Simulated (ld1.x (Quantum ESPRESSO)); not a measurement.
## What the settings do to the TM potential of Sb

Base potential:

ld1.x (Quantum ESPRESSO) 7.5 input, shortened:

```
&input
   title='Sb', zed=51., rel=2, dft='PBE', iswitch=3,
   config='[Kr] 4d10 5s1.5 5p3.5', rel_dist='average'
 /
 &inputp
   pseudotype=2, tm=.true., lloc=-2, rcloc=1.65,
   nlcc=.true., new_core_ps=.true.
 /
3
5S  1  0   1.50   0.00  1.60  1.60  0.0
5P  2  1   3.50   0.00  2.50  2.50  0.0
4D  3  2  10.00   0.00  1.50  1.50  0.0
 &test
   configts(1)='4d10 5s1.5 5p3.5'
 /
```

Open shells are filled in proportion to 2j + 1 (rel_dist='average').

Cutoffs, loose and tight: the cutoffs (Ry, on a coarse ladder) from which the occupation-weighted sum of valence levels, in a spherical-Bessel basis at the reference potential, stays within 10 and 1 mRy of its value at 400 Ry. They do not see the model core or the augmentation charge, which bear on the density cutoff. Test errors are all-electron minus pseudo excitation energies from the reference, over the configurations 4d10 5s2 5p3; 4d10 5s2 5p2; 4d10 5s2 5p1; 4d10 5s1 5p4; 4d9 5s2 5p4; 4d9 5s2 5p3; 4d10 5s2 5p2.5. A dash means not determined; rows that change the core or the reference have their own tests. The largest error is taken over the tests solved by every variant that gives reliable tests at all: 4d10 5s2 5p1; 4d10 5s2 5p2; 4d10 5s2 5p2.5; 4d10 5s2 5p3; 4d9 5s2 5p3; 4d9 5s2 5p4.

The default core radius of the base comes out at 0.61 bohr.

```csv
change,outcome,"cutoff, loose","cutoff, tight",bound ghosts,largest test error (meV)
base,generated,90 Ry,160 Ry,none,-113
core correction Bessel-smoothed model core inside 0.64 bohr,generated,90 Ry,160 Ry,none,-113
core correction Bessel-smoothed model core inside 0.78 bohr,generated,90 Ry,160 Ry,none,-114
core correction Bessel-smoothed model core inside 0.94 bohr,generated,90 Ry,160 Ry,none,-114
core correction Bessel-smoothed model core inside 1.06 bohr,generated,90 Ry,160 Ry,none,-114
core correction Bessel-smoothed model core inside 1.20 bohr,generated,90 Ry,160 Ry,none,-114
core correction Bessel-smoothed model core inside 1.36 bohr,generated,90 Ry,160 Ry,none,-111
core correction Bessel-smoothed model core inside 1.52 bohr,generated,90 Ry,160 Ry,none,-105
core correction Bessel-smoothed model core inside 1.64 bohr,generated,90 Ry,160 Ry,none,-98
core correction Bessel-smoothed model core inside 1.76 bohr,generated,90 Ry,160 Ry,none,-91
```

Q: What comes out with this change to the base: core correction none?

A: outcome: generated; cutoff, loose: 90 Ry; cutoff, tight: 160 Ry; bound ghosts: none; largest test error (meV): -69.
